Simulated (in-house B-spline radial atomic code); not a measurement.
Values are calculated unless marked as measured or tabulated.
# What the choice of pseudopotential does to G0W0 on PBE0: Mn⁺

All numbers come from a B-spline radial code for spherical atoms, non-relativistic, configuration [Ar] 3d5 4s1, open shells at high spin. Semilocal Troullier-Martins pseudo-atoms, one channel per l, are made with PBE or LDA for several valence sets and radii, with or without a model core, and set against the all-electron atom. One channel fits only the lowest state of its l, so a second state of that l is approximate. All electrons give 4s up: PBE0 -13.131 eV, G0W0 -16.121 eV, 3d up: PBE0 -18.885 eV, G0W0 -23.356 eV. Potentials are made in the ion's own configuration unless the neutral atom is named, and a smooth local potential serves every l without a channel. Potentials that miss their own reference levels by more than 6 millihartree, or need radii over 3.5 bohr, are left out. Columns give pseudo minus all-electron, in eV; a dash marks a level in the core or of low weight.

```csv
valence,made with,radii (bohr),model core (bohr),4s up PBE0,4s up G0W0,3d up PBE0,3d up G0W0
3d 4s,LDA,s 2.14 p 2.61 d 2.04,none,-0.11,-0.43,-0.14,+2.18
3d 4s,"PBE, neutral atom",s 2.52 p 3.40 d 2.28,none,-0.11,-0.49,+0.32,+2.55
3d 4s,"PBE, neutral atom",s 2.02 p 2.72 d 1.82,1.23,-0.29,-0.62,+1.55,+4.18
3d 4s,PBE,s 2.18 p 2.66 d 2.05,1.23,-0.28,-0.63,+1.49,+3.99
3p 3d 4s,"PBE, neutral atom",s 2.52 p 0.76 d 2.28,none,-0.38,-1.17,+0.09,+0.64
3p 3d 4s,"LDA, neutral atom",s 2.90 p 0.87 d 2.61,none,-0.42,-1.38,-0.18,+0.40
3p 3d 4s,"PBE, neutral atom",s 3.28 p 0.98 d 2.96,none,-0.66,-1.85,+0.17,+0.87
3p 3d 4s,"LDA, neutral atom",s 2.52 p 0.76 d 2.27,0.44,-0.32,-1.08,-0.02,+0.52
3s 3p 3d 4s,PBE,s 0.59 p 0.60 d 1.82,none,-0.12,-0.18,-0.07,-0.03
3s 3p 3d 4s,"LDA, neutral atom",s 0.85 p 0.87 d 2.61,none,-0.04,-0.20,-0.45,-0.39
3s 3p 3d 4s,PBE,s 0.59 p 0.60 d 1.82,0.43,-0.04,-0.09,-0.22,-0.19
3s 3p 3d 4s,PBE,s 0.67 p 0.68 d 2.05,0.43,-0.01,-0.08,-0.19,-0.18
3s 3p 3d 4s,"PBE, neutral atom",s 0.74 p 0.76 d 2.28,0.43,-0.03,-0.13,-0.28,-0.27
3s 3p 3d 4s,PBE,s 0.96 p 0.98 d 2.96,0.43,-0.16,-0.42,-0.08,+0.12
```

Question: How does the G0W0 shift of 4s up, which all sets hold, depend on the valence set?

Answer: Mean size: 3s 3p 3d 4s: 0.18 eV; 3d 4s: 0.54 eV; 3p 3d 4s: 1.37 eV. A semicore state feels strong exchange with the other subshells of its n, so the gain is largest when that whole shell is in the valence. A larger valence set can do worse when it takes only part of a shell, whose exchange with the frozen rest is then left to the functional. The means mix radii and the functional used in making the potentials.
